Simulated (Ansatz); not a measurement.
Start from `BC[O][AlH][Cl]` and change one atom or group to get `BCO[SiH3]`.

Ansatz, PBE0-D4/def2-TZVP geometries, multiplicity 1. Each molecule was computed in one conformer, which needn't be the lowest.

```csv
property,`BC[O][AlH][Cl]`
HOMO–LUMO gap (B3LYP/def2-TZVPP) / eV,6.12
size of the dipole moment (PBE/def2-TZVPP) / D,1.18
HOMO–LUMO gap (ωB97M-V/def2-TZVPP) / eV,10.91
LUMO energy (B3LYP/def2-TZVPP) / eV,-1.76
LUMO energy (ωB97M-V/def2-TZVPP) / eV,0.41
HOMO energy (ωB97M-V/def2-TZVPP) / eV,-10.49
```

What does the change do to each property? (Estimate.)

Ansatz gave: 
```
                                      property  `BCO[SiH3]`  shift
         HOMO–LUMO gap (B3LYP/def2-TZVPP) / eV         6.30   0.18
size of the dipole moment (PBE/def2-TZVPP) / D         1.10  -0.08
       HOMO–LUMO gap (ωB97M-V/def2-TZVPP) / eV        11.06   0.15
           LUMO energy (B3LYP/def2-TZVPP) / eV        -1.76   0.00
         LUMO energy (ωB97M-V/def2-TZVPP) / eV         0.42   0.01
         HOMO energy (ωB97M-V/def2-TZVPP) / eV       -10.64  -0.15
```

Dipoles are sizes alone; their direction can turn.

B3LYP here is the variant with VWN-RPA as its local correlation; programs differ in this.
